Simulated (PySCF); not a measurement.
PySCF job for BClH, SMILES [BH]Cl (connectivity only; charge and spin as stated), charge +1, multiplicity 1, IEF-PCM-M06-2X/def2-TZVPD. The structure is a stationary point at ωB97X-D3(BJ)/def2-TZVPD. The spin state was assumed, not searched. The isomer is the one that the SMILES or the coordinates give; other isomers of the formula were not compared.

```python
import numpy as np
from pyscf import gto, scf, dft
from pyscf.solvent import pcm

mol = gto.M(
    atom='''
    B     0.00000000    0.00000000    1.12458712
    Cl    0.00000000    0.00000000   -0.46604075
    H     0.00000000    0.00000000    2.29975720
    ''',
    basis='def2-TZVPD',
    charge=1,
    spin=0,
    max_memory=1600,
    verbose=3,
)
mf = dft.RKS(mol, xc='m06-2x').density_fit(auxbasis='def2-universal-jkfit')
mf.grids.level = 4
mf.conv_tol = 1e-9
mf.max_cycle = 100
mf.kernel()
res = {}
for name, eps in {'water': 78.355, '1-octanol': 9.8629, 'methanol': 32.613}.items():
    s = mf.PCM()
    s.with_solvent.method, s.with_solvent.eps, s.with_solvent.lebedev_order = 'IEF-PCM', eps, 29
    s.kernel(mf.make_rdm1())
    res[name] = (s.e_tot, eps, s.dip_moment(), s.mo_energy, s.converged)
    print(f'{name}: electrostatic solvation free energy {(s.e_tot - mf.e_tot) * 627.509474:.3f} kcal/mol')
```

Program output:

```
converged SCF energy = -485.310637506711

WARN: PCM is an experimental feature. It is still in testing.
Features and APIs may be changed in the future.

converged SCF energy = -485.414002872723

WARN: System has nonzero charge 1; the dipole moment is origin-dependent.
Location of origin: [0. 0. 0.]

Dipole moment(X, Y, Z, Debye): -0.00000,  0.00000,  3.32943
water: electrostatic solvation free energy -64.863 kcal/mol

WARN: PCM is an experimental feature. It is still in testing.
Features and APIs may be changed in the future.

converged SCF energy = -485.404753202374

WARN: System has nonzero charge 1; the dipole moment is origin-dependent.
Location of origin: [0. 0. 0.]

Dipole moment(X, Y, Z, Debye): -0.00000, -0.00000,  3.30479
1-octanol: electrostatic solvation free energy -59.058 kcal/mol

WARN: PCM is an experimental feature. It is still in testing.
Features and APIs may be changed in the future.

converged SCF energy = -485.412136010289

WARN: System has nonzero charge 1; the dipole moment is origin-dependent.
Location of origin: [0. 0. 0.]

Dipole moment(X, Y, Z, Debye):  0.00000,  0.00000,  3.32427
methanol: electrostatic solvation free energy -63.691 kcal/mol
```

The run converged.

Cost: about 30 core-seconds (a rough figure).
